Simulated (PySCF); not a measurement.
A structure optimised at PBE0-D3(BJ)/def2-TZVPD, used in a PySCF frequency run:

```xyz
4

N      0.0000     0.0000     0.0000
H      1.0241     0.0000     0.0000
H     -0.5121     0.8869     0.0000
H     -0.5121    -0.8869     0.0000
```
Charge +1, spin multiplicity 2.

**Question.** Write its SMILES, formula and point group.

**Answer.** [NH3+], H3N, D3h

**Question.** What are its rotational constants (standard atomic weights)?

**Answer.** 318.68, 318.68, 159.34 GHz
